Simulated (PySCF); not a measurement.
Molecule: SMILES O(C)[SiH2]C=O, C2H6O2Si.

Atom-mapped SMILES (the numbers label the heavy atoms): `[CH3:1][O:2][SiH2:3][CH:4]=[O:5]`. Hydrogens are named by the atom that carries them.

Geometry PBE0-D3(BJ)/def2-SVP throughout; GIAO in PySCF 2.14, gas phase, one conformer, non-relativistic; equivalent atoms averaged; basis pcSseg-2.

For orientation, KT3 gives these absolute shieldings σ: C4 -51.3, C1 125.2, O5 -495.1, O2 314.5, Si3 408.8, H(C4) 19.37, H(Si3) 26.80, H(C1) 27.63 ppm.

A run gave: C4 -54.6, C1 141.7, O5 -597.2, O2 351.0, Si3 432.9, H(C4) 20.28, H(Si3) 27.47, H(C1) 28.21 ppm (absolute shieldings σ).

**Question.** Which functional was used in that run?
A. mPW1PW91
B. CAM-B3LYP
C. HF
D. wB97X-D
E. B97-2

**Answer.** C. C1 tells them apart best: HF gives 141.7, wB97X-D gives 129.5, B97-2 gives 128.3, mPW1PW91 gives 128.2, CAM-B3LYP gives 127.7 ppm.
